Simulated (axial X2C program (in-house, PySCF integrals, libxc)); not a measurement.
## What spin–orbit coupling does to MoIn

Computed with an in-house relativistic program for diatomic molecules. Spin-free means the one-electron spin-free X2C Hamiltonian; two-component (2c) means X2C with spin–orbit coupling and atomic mean-field two-electron Coulomb and Gaunt terms, so the difference of the two also holds small scalar two-electron terms. Basis: In dyall-cv3z [11s12p9d4f1g], Mo dyall-cv3z [11s12p9d5f3g] (cores contracted in-house); Gaussian nuclei, density fitting, unrestricted open shells. Masses: In 114.904 u, Mo 97.905 u.

Spin-free state: M_S = 5/2, Λ = 0 (beyond evenly filled blocks: σα, π+α, π-α, δ+α, δ-α); fragments In + Mo.

| level | Re (Å) | ωe (cm⁻¹) | De (eV) | μ (D) |
| --- | --- | --- | --- | --- |
| PBE0 | 2.949 | 128.4 | 1.084 | 0.46 |
| B3LYP | 2.945 | 133.0 | 1.269 | -0.21 |

Dipoles are positive if Mo is the positive end.

Two-component determinant lowest at the distance of the search:

Ω = 5/2 (⟨Sz⟩ = 2.52, ⟨Lz⟩ = -0.02 at PBE0); fragments In + Mo.

| level | Re (Å) | ωe (cm⁻¹) | μ (D) |
| --- | --- | --- | --- |
| PBE0 | 2.949 | 127.9 | 0.50 |
| B3LYP | 2.945 | 132.3 | -0.15 |

(1) From the two tables, how do the constants change at the PBE0 level (2c against spin-free)?

The state is one determinant whose occupation by symmetry is held fixed; it was picked as the lowest of a PBE0 search that is not exhaustive. De is counted from the lowest determinant-based energies of the atoms at the same level, without counterpoise correction. De is not given where an atomic determinant may have missed its ground term or J level, or where the truncated virtual space spoils (T). Density functionals use the spin component along the axis (collinear). Without a current term, density functionals place determinants with orbital angular momentum somewhat too high. With several unpaired electrons one determinant need not be a pure state. This is the top spin component of a Σ state; components of lower Ω are not single determinants and can lie lower. The determinant is spin-polarised beyond a pure state at some levels (its spin-free form has ⟨S²⟩ too high), which makes Re and μ there less reliable.

## Answers

(1) At the PBE0 level Re is unchanged within 0.001 Å and ωe goes down by 0.5 cm⁻¹.
